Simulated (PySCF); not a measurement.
# Germanium: a sound run and one with changed settings

Sound run: Ge²⁺ [Ar] 3d10 4s2, Ge³⁺ [Ar] 3d10 4s1. Computed with PySCF 2.14 in def2-TZVP (6s5p4d1f, 48 functions), with the non-relativistic Hamiltonian (point nucleus). In the sound run the correlated levels freeze [Ar] 3d10. The sound run starts from symmetry-adapted Hartree-Fock orbitals and uses a fine grid where one is needed.

A second run was set up differently.

```tsv
species	method	sound run (hartree)	changed run (hartree)	converged
Ge²⁺	MP2	-2074.51700	-2074.78921	yes
Ge³⁺	MP2	n/a	-2073.58001	yes
```

Ionisation energy of Ge²⁺:

```csv
method,sound run (eV),changed run (eV)
UHF,31.705,31.705
MP2,32.490,32.904
SCS-MP2,32.647,32.979
```

(1) What was changed?
A. a valence shell is frozen
B. basis contracted for another Hamiltonian
C. level shift left on
D. all electrons correlated in a valence basis

## Answers

(1) D. A valence basis has no tight correlating functions, so it recovers only part of the core correlation, and not evenly between atom and ion.
